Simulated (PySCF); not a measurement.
Bi(Me)3 (C₃H₉Bi), SMILES [CH3][Bi]([CH3])[CH3]. Geometry: r2SCAN-D4/def2-SVP. The isomer is the one that the SMILES or the coordinates give; other isomers of the formula were not compared. The def2 effective core potentials stand for the cores of Bi; spin–orbit coupling is left out.

Level of theory: r2SCAN-D4/def2-SVP in PySCF 2.14.0.

Harmonic wavenumbers (cm⁻¹): 83, 98, 98, 152, 152, 161, 463, 463, 465, 663, 684, 684, 781, 781, 781, 1161, 1161, 1181, 1419, 1425, 1425, 1432, 1432, 1440, 3042, 3044, 3044, 3169, 3169, 3169, 3173, 3173, 3174. Rotational constants (GHz): 3.206, 3.206, 2.786; symmetry number 3.

Work out the zero-point energy and the ideal-gas rigid-rotor harmonic-oscillator thermochemistry at 298.15 K and 1 atm.

ZPE = ½ Σ hcν = ½ × 46742 cm⁻¹ = 279.58 kJ/mol. H − E(el) = 304.26 kJ/mol. Entropy in J/(mol K): translation 177.81, rotation 103.08, vibration 95.45, total 376.35. G − E(el) = 192.05 kJ/mol. Cp = 123.10 J/(mol K). Modes under 150 cm⁻¹ make the vibrational entropy uncertain.
